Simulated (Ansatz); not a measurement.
Cost and result for the atomization energy of BGaH₄O, SMILES `O[BH][GaH2]` (7 atoms, 6 bonds).

Total charge 0; spin multiplicity 1. Correlated methods include outer-core shells of Ga, which these sets cover unevenly. Scalar relativity is left out up to krypton. All single points use the PBE0-D4/def2-TZVP geometry. It is one conformer, not always the lowest. Program: Ansatz. All runs use 2 threads of an Intel Xeon on a shared host. Times are those of one run each, without the atoms' runs, and a repeat can differ threefold. Electronic energies, without spin–orbit coupling; frozen cores. CCSD(T)/CBS adds CCSD(T) − MP2 in def2-TZVPP to the MP2 limit, and its time is that of the two runs behind it. T1 = 0.014. With those shells the extrapolation isn't a true limit. HSE06 is the plane-wave form, built on full-range PBE exchange.

CCSD(T)/CBS is a level of theory with its own doubt, some kJ/mol a heavy atom from the limit and from the frozen cores, so smaller differences don't rank the functionals.

```csv
level,functions,wall time
BLYP-D4/def2-TZVPP,166,4 s
PBE-D4/def2-TZVPP (with forces),166,5.5 s
r2SCAN-D4/def2-TZVPP (with forces),166,7.5 s
PBE0-D4/def2-TZVPP,166,7.5 s
BHLYP-D4/def2-TZVPP,166,9 s
HSE06-D4/def2-TZVPP,166,10 s
r2SCANh-D4/def2-TZVPP,166,11 s
CCSD(T)/def2-SVP,80,12 s
B2PLYP/def2-TZVPP,166,14 s
B97M-V/def2-TZVPP,166,14 s
MP2/def2-QZVPP,323,54 s
CCSD(T)/def2-TZVPP,166,74 s
CCSD(T)/CBS(def2),–,2.1 min
```

Q: What atomization energy does each give, and how far from CCSD(T)/CBS? (Estimate.)

A: Computed: 
```json
{"level": "BLYP-D4/def2-TZVPP", "atomization (kcal/mol)": "511.2", "difference from CCSD(T)/CBS": "-4.5", "per bond": "-0.8"}
{"level": "PBE-D4/def2-TZVPP (with forces)", "atomization (kcal/mol)": "519.3", "difference from CCSD(T)/CBS": "3.6", "per bond": "0.6"}
{"level": "r2SCAN-D4/def2-TZVPP (with forces)", "atomization (kcal/mol)": "518.8", "difference from CCSD(T)/CBS": "3.1", "per bond": "0.5"}
{"level": "PBE0-D4/def2-TZVPP", "atomization (kcal/mol)": "511.6", "difference from CCSD(T)/CBS": "-4.1", "per bond": "-0.7"}
{"level": "BHLYP-D4/def2-TZVPP", "atomization (kcal/mol)": "500.8", "difference from CCSD(T)/CBS": "-14.9", "per bond": "-2.5"}
{"level": "HSE06-D4/def2-TZVPP", "atomization (kcal/mol)": "511.9", "difference from CCSD(T)/CBS": "-3.8", "per bond": "-0.6"}
{"level": "r2SCANh-D4/def2-TZVPP", "atomization (kcal/mol)": "515.2", "difference from CCSD(T)/CBS": "-0.5", "per bond": "-0.1"}
{"level": "CCSD(T)/def2-SVP", "atomization (kcal/mol)": "489.4", "difference from CCSD(T)/CBS": "-26.3", "per bond": "-4.4"}
{"level": "B2PLYP/def2-TZVPP", "atomization (kcal/mol)": "509.9", "difference from CCSD(T)/CBS": "-5.8", "per bond": "-1.0"}
{"level": "B97M-V/def2-TZVPP", "atomization (kcal/mol)": "519.6", "difference from CCSD(T)/CBS": "3.9", "per bond": "0.6"}
{"level": "MP2/def2-QZVPP", "atomization (kcal/mol)": "518.5", "difference from CCSD(T)/CBS": "2.8", "per bond": "0.5"}
{"level": "CCSD(T)/def2-TZVPP", "atomization (kcal/mol)": "505.7", "difference from CCSD(T)/CBS": "-10.0", "per bond": "-1.7"}
{"level": "CCSD(T)/CBS(def2)", "atomization (kcal/mol)": "515.7", "difference from CCSD(T)/CBS": "0.0", "per bond": "0.0"}
```

At CCSD(T), def2-SVP lies −26.3 kcal/mol from the extrapolated value and def2-TZVPP −10.0 kcal/mol: correlation converges slowly with the basis, and small sets miss more of it in the bonded molecule than in its fragments. From r2SCAN to r2SCAN0 (25 % exact exchange), in def2-TZVPP and without D4, the atomization energy moves by −8.6 kcal/mol: exact exchange takes away binding that semilocal exchange gives to molecules. The D4 term adds +3.8 kcal/mol with B3LYP and +1.9 kcal/mol with PBE0; it sums over pairs of atoms, weighted by their polarisabilities, and B3LYP, whose exchange is more repulsive, gets the larger term.

B3LYP here is the variant with VWN-RPA as its local correlation; programs differ in this.
